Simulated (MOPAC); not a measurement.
Input for MOPAC: PM3 on ethylmethylamine (SMILES CCNC), a point of a torsion scan.

```
PM3 1SCF PRECISE CHARGE=0 THREADS=1
C3H9N

C      1.78021925 1     0.56596846 1    -0.02683508 1
C      0.54593485 1    -0.24599859 1     0.33710470 1
N     -0.61704288 1     0.18246219 1    -0.42939758 1
C     -1.56956444 1    -0.88149203 1    -0.66454692 1
H      2.61939472 1     0.27817484 1     0.60151730 1
H      1.58616621 1     1.62658363 1     0.11465826 1
H      2.05441181 1     0.39811872 1    -1.06702662 1
H      0.76327406 1    -1.31499916 1     0.16578638 1
H      0.31082831 1    -0.12268575 1     1.39995217 1
H     -0.30462324 1     0.54558182 1    -1.32622945 1
H     -1.13619570 1    -1.75504465 1    -1.17733693 1
H     -1.96651846 1    -1.21449608 1     0.29533775 1
H     -2.39237476 1    -0.49501465 1    -1.26342452 1
```

Program output:

```
*******************************************************************************
 **                                                                           **
 **                              MOPAC v23.2.5                                **
 **                                                                           **
 *******************************************************************************
 ** MOPAC's Digital Object Identifier: https://doi.org/10.5281/zenodo.6511958 **
 **                                                                           **
 ** Please cite the open-source release paper for use of this MOPAC version:  **
 ** J. E. Moussa and J. J. P. Stewart (2026)                                  **
 ** MOPAC: An open-source semiempirical molecular orbital program             **
 ** J. Open Source Softw., 11(119), 8025, https://doi.org/10.21105/joss.08025 **
 *******************************************************************************

                              PM3 CALCULATION RESULTS

 *******************************************************************************
 *  PM3        - The PM3 Hamiltonian to be used
 *
 *
 *
 *                 CHARGE ON SYSTEM = 0
 *
 *
 *
 *  PRECISE    - TIGHTER CRITERIA TO BE USED
 *  1SCF       - DO 1 SCF AND THEN STOP
 *  THREADS=1  - MULTI-THREADING NOT USED
 *  T=         - A TIME OF 172800.0 SECONDS REQUESTED
 *  DUMP=N     - RESTART FILE WRITTEN EVERY 7200.0 SECONDS REQUESTED
 *******************************************************************************
PM3 1SCF PRECISE CHARGE=0 THREADS=1
 C3H9N

   ATOM   CHEMICAL          X               Y               Z
  NUMBER   SYMBOL      (ANGSTROMS)     (ANGSTROMS)     (ANGSTROMS)

     1       C          1.78021925  *   0.56596846  *  -0.02683508  *
     2       C          0.54593485  *  -0.24599859  *   0.33710470  *
     3       N         -0.61704288  *   0.18246219  *  -0.42939758  *
     4       C         -1.56956444  *  -0.88149203  *  -0.66454692  *
     5       H          2.61939472  *   0.27817484  *   0.60151730  *
     6       H          1.58616621  *   1.62658363  *   0.11465826  *
     7       H          2.05441181  *   0.39811872  *  -1.06702662  *
     8       H          0.76327406  *  -1.31499916  *   0.16578638  *
     9       H          0.31082831  *  -0.12268575  *   1.39995217  *
    10       H         -0.30462324  *   0.54558182  *  -1.32622945  *
    11       H         -1.13619570  *  -1.75504465  *  -1.17733693  *
    12       H         -1.96651846  *  -1.21449608  *   0.29533775  *
    13       H         -2.39237476  *  -0.49501465  *  -1.26342452  *



          CARTESIAN COORDINATES

    NO.       ATOM           X           Y           Z

     1         C          1.7802      0.5660     -0.0268
     2         C          0.5459     -0.2460      0.3371
     3         N         -0.6170      0.1825     -0.4294
     4         C         -1.5696     -0.8815     -0.6645
     5         H          2.6194      0.2782      0.6015
     6         H          1.5862      1.6266      0.1147
     7         H          2.0544      0.3981     -1.0670
     8         H          0.7633     -1.3150      0.1658
     9         H          0.3108     -0.1227      1.4000
    10         H         -0.3046      0.5456     -1.3262
    11         H         -1.1362     -1.7550     -1.1773
    12         H         -1.9665     -1.2145      0.2953
    13         H         -2.3924     -0.4950     -1.2634

  H: (PM3): J. J. P. STEWART, J. COMP. CHEM. 10, 209 (1989).
  C: (PM3): J. J. P. STEWART, J. COMP. CHEM. 10, 209 (1989).
  N: (PM3): J. J. P. STEWART, J. COMP. CHEM. 10, 209 (1989).

           Empirical Formula: C3 H9 N  =    13 atoms



      MOLECULAR POINT GROUP   :   C1


      RHF CALCULATION, NO. OF DOUBLY OCCUPIED LEVELS = 13


 -------------------------------------------------------------------------------
 PM3 1SCF PRECISE CHARGE=0 THREADS=1
 C3H9N



     1SCF WAS SPECIFIED, SO BFGS WAS NOT USED
     SCF FIELD WAS ACHIEVED


                              PM3 CALCULATION
                                                       MOPAC v23.2.5 Linux




          FINAL HEAT OF FORMATION =        -11.89062 KCAL/MOL =     -49.75035 KJ/MOL


          COSMO AREA              =        111.42 SQUARE ANGSTROMS
          COSMO VOLUME            =         95.18 CUBIC ANGSTROMS

          IONIZATION POTENTIAL    =          9.151059 EV
          HOMO LUMO ENERGIES (EV) =         -9.151  2.959
          NO. OF FILLED LEVELS    =         13
          MOLECULAR WEIGHT        =         59.1108         POINT GROUP:  C1

          MOLECULAR DIMENSIONS (Angstroms)

            Atom       Atom       Distance
            H    13    H     5     5.40312
            H     7    H     9     2.94808
            H     6    H    11     2.92551


          SCF CALCULATIONS        =          1





   ATOM   CHEMICAL          X               Y               Z
  NUMBER   SYMBOL      (ANGSTROMS)     (ANGSTROMS)     (ANGSTROMS)

     1       C          1.78021925  *   0.56596846  *  -0.02683508  *
     2       C          0.54593485  *  -0.24599859  *   0.33710470  *
     3       N         -0.61704288  *   0.18246219  *  -0.42939758  *
     4       C         -1.56956444  *  -0.88149203  *  -0.66454692  *
     5       H          2.61939472  *   0.27817484  *   0.60151730  *
     6       H          1.58616621  *   1.62658363  *   0.11465826  *
     7       H          2.05441181  *   0.39811872  *  -1.06702662  *
     8       H          0.76327406  *  -1.31499916  *   0.16578638  *
     9       H          0.31082831  *  -0.12268575  *   1.39995217  *
    10       H         -0.30462324  *   0.54558182  *  -1.32622945  *
    11       H         -1.13619570  *  -1.75504465  *  -1.17733693  *
    12       H         -1.96651846  *  -1.21449608  *   0.29533775  *
    13       H         -2.39237476  *  -0.49501465  *  -1.26342452  *

                             CARTESIAN COORDINATES

   1    C        1.780219250     0.565968460    -0.026835080
   2    C        0.545934850    -0.245998590     0.337104700
   3    N       -0.617042880     0.182462190    -0.429397580
   4    C       -1.569564440    -0.881492030    -0.664546920
   5    H        2.619394720     0.278174840     0.601517300
   6    H        1.586166210     1.626583630     0.114658260
   7    H        2.054411810     0.398118720    -1.067026620
   8    H        0.763274060    -1.314999160     0.165786380
   9    H        0.310828310    -0.122685750     1.399952170
  10    H       -0.304623240     0.545581820    -1.326229450
  11    H       -1.136195700    -1.755044650    -1.177336930
  12    H       -1.966518460    -1.214496080     0.295337750
  13    H       -2.392374760    -0.495014650    -1.263424520


           Empirical Formula: C3 H9 N  =    13 atoms



      MOLECULAR POINT GROUP   :   C1


                  EIGENVALUES
 -37.02607 -30.60617 -23.57817 -21.11895 -16.33907 -15.90936 -15.72298 -14.17184
 -13.23675 -13.13158 -12.54375 -12.15337  -9.15106   2.95937   3.64647   3.78400
   3.91242   4.02551   4.19318   4.39024   4.44150   4.53328   4.81450   5.63891
   5.88700


              NET ATOMIC CHARGES AND DIPOLE CONTRIBUTIONS

  ATOM NO.   TYPE          CHARGE      No. of ELECS.   s-Pop       p-Pop
    1          C          -0.117808        4.1178     1.13819     2.97962
    2          C          -0.095362        4.0954     1.17112     2.92425
    3          N          -0.060710        5.0607     1.48192     3.57879
    4          C          -0.098446        4.0984     1.14650     2.95194
    5          H           0.044255        0.9557     0.95574
    6          H           0.049396        0.9506     0.95060
    7          H           0.036540        0.9635     0.96346
    8          H           0.032398        0.9676     0.96760
    9          H           0.057931        0.9421     0.94207
   10          H           0.044827        0.9552     0.95517
   11          H           0.017558        0.9824     0.98244
   12          H           0.044293        0.9557     0.95571
   13          H           0.045128        0.9549     0.95487
 DIPOLE           X         Y         Z       TOTAL
 POINT-CHG.     0.065     0.036     0.087     0.115
 HYBRID         0.613    -0.934    -0.722     1.330
 SUM            0.678    -0.898    -0.635     1.292


          ATOMIC ORBITAL ELECTRON POPULATIONS

     Atom    s        px        py        pz
    1  C   1.13819   0.97191   1.00467   1.00304
    2  C   1.17112   0.93561   0.98129   1.00734
    3  N   1.48192   1.10685   1.29996   1.17198
    4  C   1.14650   0.98257   0.95915   1.01022
    5  H   0.95574
    6  H   0.95060
    7  H   0.96346
    8  H   0.96760
    9  H   0.94207
   10  H   0.95517
   11  H   0.98244
   12  H   0.95571
   13  H   0.95487

 **********************
 *                    *
 * JOB ENDED NORMALLY *
 *                    *
 **********************




 == MOPAC DONE ==
```

The run finished.

Cost: roughly 0.020 core-seconds.
